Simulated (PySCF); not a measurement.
Parent: `[CH:1]1=[CH:2]/[CH2:3][CH2:4][CH2:5][CH2:6][CH2:7][CH2:8]/1` with C1–C2–C3–C4 86°, C2–C3–C4–C5 -49°, C3–C4–C5–C6 80°, C4–C5–C6–C7 -112°, C8H14.

The calculation used PySCF, PBE0-D3(BJ)/def2-SVP geometry optimisation, gas phase. One conformer each, not checked by frequencies here.

```csv
coordinate of the parent,value
C1=C2,1.337 Å
C2–C3,1.487 Å
C3–C4,1.547 Å
C4–C5,1.539 Å
C5–C6,1.554 Å
C6–C7,1.539 Å
C7–C8,1.547 Å
C1–C8,1.487 Å
C2–C1–C8,121.6°
C1–C2–C3,121.6°
C2–C3–C4,105.6°
C3–C4–C5,115.6°
C4–C5–C6,118.5°
C5–C6–C7,118.5°
C6–C7–C8,115.6°
C1–C8–C7,105.6°
```

**Question.** How does the shared frame change in `[Cl:1]/[C:2]1=[CH:3]\[CH2:4][CH2:5][CH2:6][CH2:7][CH2:8][CH2:9]1` with C2–C3–C4–C5 -87°, C3–C4–C5–C6 48°, C4–C5–C6–C7 -80°, C5–C6–C7–C8 113°, C8H13Cl? Atoms pair as C1 = C2, C2 = C3, C3 = C4, C4 = C5, C5 = C6, C6 = C7, C7 = C8, C8 = C9 (parent first).

**Answer.** 
```tsv
parent	relative	value in the relative	change
C1=C2	C2=C3	1.338 Å	+0.001
C2–C3	C3–C4	1.485 Å	-0.002
C3–C4	C4–C5	1.547 Å	0.000
C4–C5	C5–C6	1.540 Å	+0.001
C5–C6	C6–C7	1.554 Å	0.000
C6–C7	C7–C8	1.538 Å	-0.001
C7–C8	C8–C9	1.545 Å	-0.002
C1–C8	C2–C9	1.489 Å	+0.002
C2–C1–C8	C3–C2–C9	121.6°	0.0
C1–C2–C3	C2–C3–C4	124.6°	+3.0
C2–C3–C4	C3–C4–C5	105.2°	-0.4
C3–C4–C5	C4–C5–C6	115.7°	+0.1
C4–C5–C6	C5–C6–C7	118.3°	-0.2
C5–C6–C7	C6–C7–C8	118.4°	-0.1
C6–C7–C8	C7–C8–C9	115.5°	-0.1
C1–C8–C7	C2–C9–C8	106.9°	+1.3
```

No shared bond changes by more than 0.004 Å. Bonds of the relative outside the shared frame: Cl1–C2 1.752 Å. Point group C2 → C1.

**Question.** How does the shared frame change in `[O:1]=[CH:2]/[C:3]1=[CH:4]\[CH2:5][CH2:6][CH2:7][CH2:8][CH2:9][CH2:10]1` with O1–C2–C3–C4 -168°, C3–C4–C5–C6 88°, C4–C5–C6–C7 -48°, C5–C6–C7–C8 81°, C6–C7–C8–C9 -113°, C9H14O? Atoms pair as C1 = C3, C2 = C4, C3 = C5, C4 = C6, C5 = C7, C6 = C8, C7 = C9, C8 = C10 (parent first).

**Answer.** 
| parent | relative | value in the relative | change |
| --- | --- | --- | --- |
| C1=C2 | C3=C4 | 1.351 Å | +0.014 |
| C2–C3 | C4–C5 | 1.483 Å | -0.004 |
| C3–C4 | C5–C6 | 1.552 Å | +0.005 |
| C4–C5 | C6–C7 | 1.537 Å | -0.002 |
| C5–C6 | C7–C8 | 1.554 Å | 0.000 |
| C6–C7 | C8–C9 | 1.537 Å | -0.002 |
| C7–C8 | C9–C10 | 1.544 Å | -0.003 |
| C1–C8 | C3–C10 | 1.494 Å | +0.007 |
| C2–C1–C8 | C4–C3–C10 | 119.2° | -2.4 |
| C1–C2–C3 | C3–C4–C5 | 124.8° | +3.2 |
| C2–C3–C4 | C4–C5–C6 | 104.6° | -1.0 |
| C3–C4–C5 | C5–C6–C7 | 115.7° | +0.1 |
| C4–C5–C6 | C6–C7–C8 | 118.0° | -0.5 |
| C5–C6–C7 | C7–C8–C9 | 118.7° | +0.2 |
| C6–C7–C8 | C8–C9–C10 | 115.9° | +0.3 |
| C1–C8–C7 | C3–C10–C9 | 106.3° | +0.7 |

Of the parent's bonds, C1–C2 changes most (+0.014 Å). Bonds of the relative outside the shared frame: O1=C2 1.211, C2–C3 1.472 Å. Point group C2 → C1.

**Question.** How does the shared frame change in `[F:1]/[C:2]1=[CH:3]\[CH2:4][CH2:5][CH2:6][CH2:7][CH2:8][CH2:9]1` with C2–C3–C4–C5 83°, C3–C4–C5–C6 -50°, C4–C5–C6–C7 81°, C5–C6–C7–C8 -114°, C8H13F? Atoms pair as C1 = C2, C2 = C3, C3 = C4, C4 = C5, C5 = C6, C6 = C7, C7 = C8, C8 = C9 (parent first).

**Answer.** 
```csv
parent,relative,value in the relative,change
C1=C2,C2=C3,1.334 Å,-0.003
C2–C3,C3–C4,1.490 Å,+0.003
C3–C4,C4–C5,1.545 Å,-0.002
C4–C5,C5–C6,1.540 Å,+0.001
C5–C6,C6–C7,1.554 Å,0.000
C6–C7,C7–C8,1.538 Å,-0.001
C7–C8,C8–C9,1.547 Å,0.000
C1–C8,C2–C9,1.481 Å,-0.006
C2–C1–C8,C3–C2–C9,124.7°,+3.1
C1–C2–C3,C2–C3–C4,121.3°,-0.3
C2–C3–C4,C3–C4–C5,106.3°,+0.7
C3–C4–C5,C4–C5–C6,115.5°,-0.1
C4–C5–C6,C5–C6–C7,118.3°,-0.2
C5–C6–C7,C6–C7–C8,117.9°,-0.6
C6–C7–C8,C7–C8–C9,115.0°,-0.6
C1–C8–C7,C2–C9–C8,105.9°,+0.3
```

Of the parent's bonds, C1–C8 changes most (-0.006 Å). Bonds of the relative outside the shared frame: F1–C2 1.351 Å. Point group C2 → C1.

**Question.** How does the shared frame change in `[CH:1]#[C:2]/[C:3]1=[CH:4]\[CH2:5][CH2:6][CH2:7][CH2:8][CH2:9][CH2:10]1` with C3–C4–C5–C6 -88°, C4–C5–C6–C7 48°, C5–C6–C7–C8 -80°, C6–C7–C8–C9 113°, C10H14? Atoms pair as C1 = C3, C2 = C4, C3 = C5, C4 = C6, C5 = C7, C6 = C8, C7 = C9, C8 = C10 (parent first).

**Answer.** 
```csv
parent,relative,value in the relative,change
C1=C2,C3=C4,1.350 Å,+0.013
C2–C3,C4–C5,1.482 Å,-0.005
C3–C4,C5–C6,1.550 Å,+0.003
C4–C5,C6–C7,1.539 Å,0.000
C5–C6,C7–C8,1.554 Å,0.000
C6–C7,C8–C9,1.538 Å,-0.001
C7–C8,C9–C10,1.543 Å,-0.004
C1–C8,C3–C10,1.502 Å,+0.015
C2–C1–C8,C4–C3–C10,118.5°,-3.1
C1–C2–C3,C3–C4–C5,123.2°,+1.6
C2–C3–C4,C4–C5–C6,104.9°,-0.7
C3–C4–C5,C5–C6–C7,115.7°,+0.1
C4–C5–C6,C6–C7–C8,118.2°,-0.3
C5–C6–C7,C7–C8–C9,118.6°,+0.1
C6–C7–C8,C8–C9–C10,115.7°,+0.1
C1–C8–C7,C3–C10–C9,106.4°,+0.8
```

Of the parent's bonds, C1–C8 changes most (+0.015 Å). Bonds of the relative outside the shared frame: C1≡C2 1.215, C2–C3 1.428 Å. Point group C2 → C1.

**Question.** How does the shared frame change in `[SiH3:1]/[C:2]1=[CH:3]\[CH2:4][CH2:5][CH2:6][CH2:7][CH2:8][CH2:9]1` with C2–C3–C4–C5 -90°, C3–C4–C5–C6 47°, C4–C5–C6–C7 -79°, C5–C6–C7–C8 111°, C8H16Si? Atoms pair as C1 = C2, C2 = C3, C3 = C4, C4 = C5, C5 = C6, C6 = C7, C7 = C8, C8 = C9 (parent first).

**Answer.** 
```
  parent  relative  value in the relative  change
   C1=C2     C2=C3                1.346 Å  +0.009
   C2–C3     C3–C4                1.484 Å  -0.003
   C3–C4     C4–C5                1.548 Å  +0.001
   C4–C5     C5–C6                1.538 Å  -0.001
   C5–C6     C6–C7                1.554 Å   0.000
   C6–C7     C7–C8                1.539 Å   0.000
   C7–C8     C8–C9                1.544 Å  -0.003
   C1–C8     C2–C9                1.502 Å  +0.015
C2–C1–C8  C3–C2–C9                 116.6°    -5.0
C1–C2–C3  C2–C3–C4                 124.7°    +3.1
C2–C3–C4  C3–C4–C5                 104.5°    -1.1
C3–C4–C5  C4–C5–C6                 116.0°    +0.4
C4–C5–C6  C5–C6–C7                 118.7°    +0.2
C5–C6–C7  C6–C7–C8                 119.2°    +0.7
C6–C7–C8  C7–C8–C9                 116.4°    +0.8
C1–C8–C7  C2–C9–C8                 106.6°    +1.0
```

Of the parent's bonds, C1–C8 changes most (+0.015 Å). Bonds of the relative outside the shared frame: Si1–C2 1.879 Å. Point group C2 → C1.
